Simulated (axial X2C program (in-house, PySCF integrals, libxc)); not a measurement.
**KTe: from the spin-free to the two-component result**

Computed with an in-house relativistic program for diatomic molecules. Spin-free means the one-electron spin-free X2C Hamiltonian; two-component (2c) means X2C with spin–orbit coupling and atomic mean-field two-electron Coulomb terms, the Gaunt term switched off, so the difference of the two also holds small scalar two-electron terms. Basis: Te dyall-v3z [11s12p8d1f], K dyall-v3z [11s12p4d2f] (cores contracted in-house); Gaussian nuclei, density fitting, unrestricted open shells. Masses: Te 129.906 u, K 38.964 u.

Spin-free state: M_S = 1/2, Λ = 1 (beyond evenly filled blocks: π+α, π+β, π-α); fragments Te + K.

```json
{"level": "PBE0", "Re (Å)": "3.166", "ωe (cm⁻¹)": "168.4", "De (eV)": "2.234", "μ (D)": "10.53"}
{"level": "HF", "Re (Å)": "3.256", "ωe (cm⁻¹)": "162.2", "De (eV)": "1.298", "μ (D)": "11.87"}
{"level": "MP2", "Re (Å)": "3.155", "ωe (cm⁻¹)": "173.3", "De (eV)": "2.147", "μ (D)": "n/a"}
{"level": "TPSSh", "Re (Å)": "3.180", "ωe (cm⁻¹)": "165.2", "De (eV)": "2.323", "μ (D)": "10.50"}
{"level": "BLYP", "Re (Å)": "3.211", "ωe (cm⁻¹)": "157.6", "De (eV)": "2.185", "μ (D)": "9.77"}
```

Correlated methods: 25 electrons correlated (number of frozen shells: Te 4 s, 3 p, 1 d; K 2 s, 1 p), 217 virtual spin orbitals or spinors in MP2.

Dipoles are positive if K is the positive end.

Problem. Within this multiplet, which Ω should lie lowest by the rule for regular and inverted multiplets?

Solution. The open π shell holds three electrons, one hole, so the multiplet is inverted: Ω = Λ + 1/2 = 3/2. The PBE0 2c search agrees.

Two-component determinant lowest at the distance of the search:

Ω = 3/2 (⟨Sz⟩ = 0.50, ⟨Lz⟩ = 1.00 at HF); fragments Te + K.

```
level  Re (Å)  ωe (cm⁻¹)  De (eV)  μ (D)
 PBE0   3.169      167.2    2.180  10.47
   HF   3.258      161.4      n/a  11.84
  MP2   3.157      172.5    2.047    n/a
TPSSh   3.183      163.9    2.320  10.43
 BLYP   3.217      155.4    2.073   9.61
```

Problem. From the two tables, how do the constants change at the MP2 level (2c against spin-free)?

Solution. At the MP2 level Re rises by 0.002 Å and ωe decreases by 0.8 cm⁻¹; De changes by -0.100 eV.

One determinant describes the state; a PBE0 search over occupations chose it and may have missed a lower one. De is counted from the lowest determinant-based energies of the atoms at the same level, without counterpoise correction. De is not given where an atomic determinant may have missed its ground term or J level, or where the truncated virtual space spoils (T). Density functionals use the spin component along the axis (collinear). Other states lie close and PBE0, whose exact exchange favours high spin, may order them wrongly; the determinant shown need not be the ground state. The nearest other spin-free determinant of the search, M_S = 1/2, Λ = 0, lies 0.37 eV up at the distance of the search. Without a current term, density functionals place determinants with orbital angular momentum somewhat too high.
